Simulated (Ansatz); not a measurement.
`[CH3][SnH]([OH])[F]` + NH₃ → `[CH3][SnH]([NH2])[F]` + H₂O at 298.15 K and 1 bar (ligand exchange at the Sn–O bond).

Computed with Ansatz on PBE0-D4/def2-TZVP structures; ΔE is electronic, products minus reactants. CBS: MP2 limit from def2 TZ/QZ plus the TZ coupled-cluster correction, frozen cores. This one scheme is used for every species. def2 core potentials past Kr. For Sn outer-core shells are correlated without core-valence functions, which leaves a few kJ/mol of doubt a bond. Each species was taken in one conformer, which may not be the lowest.

```
               species  CCSD(T)/CBS energy (Eh)  H − E (kJ/mol)  S (J/(mol·K))
 `[CH3][SnH]([OH])[F]`               -430.11060           173.6          359.7
                   NH₃                -56.50880           100.5          192.4
`[CH3][SnH]([NH2])[F]`               -410.22990           205.9          363.6
                   H₂O                -76.37941            66.4          188.7
```

H − E and S are ideal-gas, rigid-rotor, harmonic terms from PBE0-D4/def2-TZVP, for one conformer and one mirror image of each species. 1 Eh = 2625.50 kJ/mol, R = 8.31446 J/(mol·K).

Q: By hand: ΔE, ΔH, ΔS and ΔG.

A: ΔE = (-410.22990) + (-76.37941) − (-430.11060) − (-56.50880) = 0.01009 Eh = 26.5 kJ/mol. Δ(H − E) = 205.9 + 66.4 − 173.6 − 100.5 = -1.8, so ΔH = 24.7 kJ/mol. ΔS = 363.6 + 188.7 − 359.7 − 192.4 = 0.2 J/(mol·K). ΔG = 24.7 − 298.15 × (0.2)/1000 = 24.6 kJ/mol.

Q: By hand: the equilibrium constant, and the temperature at which ΔG would vanish if ΔH and ΔS stayed fixed.

A: log₁₀ K = −ΔG/(RT ln 10) = -4.3. ΔG = 0 at ΔH/ΔS = 123500 K, far beyond where these terms or the molecules hold.

The number of gas molecules stays the same, so ΔS is small and ΔH decides. A doubt of 5 kJ/mol in ΔE shifts log₁₀ K by 0.9 here. Other conformers and mirror images would add mixing entropy, several J/(mol·K) or more a flexible species. Modes under 60 cm⁻¹, often nearly free rotors, make the harmonic entropy too high. These are equilibria of isolated gas molecules and say nothing of rates. Largest T1 diagnostic: 0.013 (customary marks: 0.02 for closed shells, 0.045 for open ones).
